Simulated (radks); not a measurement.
The tellurium anion Te2-, [Xe], held by a Watson sphere: a shell of charge +2 at radius R that stands for the Madelung well of a crystal (potential energy -2/R inside, -2/r outside, in hartree with lengths in bohr). All-electron calculation, scalar-relativistic Kohn-Sham, LDA (Slater exchange, VWN5 correlation), spin-polarised, spherical densities, finite nucleus; Fermi nuclear charge, rms radius of each element as measured or else 0.836 A^(1/3) + 0.57 fm. Program: a radial shooting solver on a logarithmic mesh with Libxc functionals. Response by self-consistent Sternheimer equations with the Hartree and adiabatic LDA kernel, the relativistic mass of each level held fixed and spin-orbit coupling left out. The sphere does not respond.

R (bohr)	e(4d) (eV)	e(5s) (eV)	e(5p) (eV)	<r> 5p (bohr)	sum of <r^2> (bohr^2)	X-ray form factor at sin(theta)/lambda = 0.2 1/angstrom	alpha (bohr^3)
2.39	-41.234	-16.662	-7.547	2.596	75.69	41.723	40.99
2.81	-40.388	-15.685	-6.980	2.706	80.22	41.606	49.37
3.2	-39.863	-14.893	-6.408	2.803	84.40	41.546	59.26
3.72	-39.299	-13.996	-5.653	2.920	89.74	41.515	75.67
3.89	-39.130	-13.737	-5.416	2.956	91.42	41.514	81.87
4.07	-38.956	-13.480	-5.173	2.991	93.15	41.514	88.90
4.27	-38.769	-13.212	-4.914	3.029	95.04	41.517	97.31
5.38	-37.838	-12.006	-3.674	3.206	104.8	41.546	157.2
5.59	-37.683	-11.821	-3.477	3.235	106.6	41.551	171.6
